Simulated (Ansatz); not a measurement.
```yaml
crystal:
  periodic: [false, false, false]
  atoms:
    - {symbol: Be, position_ang: [0.853616, 0.149580, -0.013558]}
    - {symbol: Be, position_ang: [-0.853599, -0.149566, 0.013910]}
    - {symbol: O, position_ang: [0.208015, -1.183420, 0.032289]}
    - {symbol: O, position_ang: [-0.208022, 1.183406, -0.032640]}
basis:
  gaussian: {orbitals: x2c-TZVPPall, point_charges: [{charge: 1.00, position_ang: [4.851, 0.093, -0.686]}]}
magnetization: {spin_polarized: false, initial_magnetization: 2}
hamiltonian: {xc: {name: r2SCANh}, dispersion: d4}
```

```sh
$ ansatz run in.yaml --threads 4 --pin off --events-out ev --progress --plain --max-ram 3916MiB
```

Output, abridged:

```
Functional definition: r2SCANh
584 factors; their error is unknown
mean field evaluation 1: about -4892.7490 eV, gradient 5.7e1 eV
mean field evaluation 2: about -4879.3584 eV, gradient 9.8e1 eV
mean field evaluation 4: about -4897.4565 eV, gradient 2.2e1 eV
mean field evaluation 8: about -4898.5552 eV, gradient 2.9e-1 eV
mean field evaluation 16: about -4898.5618 eV, gradient 7.1e-4 eV
mean field evaluation 32: about -4898.4616 eV, gradient 1.4e0 eV
mean field -4898.56175887 eV, -180.0188242740 hartree, gradient 2.2e-5 eV, S^2 2.000000; 5 other end points of the search recorded, 0 dependent functions left out
reference -4898.56179001 eV, -180.0188254183 hartree; 13, 11 occupied and 87, 89 virtual orbitals, 584 factors
Total energy: -4898.57488208 eV, -180.0193065432 hartree
Relativity: scalar
```

Hardware: 4 threads of Arm Neoverse V1 on a shared host. Wall time 3 s.

DK, ANO-RCC and x2c sets are all-electron and run with scalar relativity unless a key says otherwise.

With spin_polarized false and unpaired electrons the run is restricted open-shell.
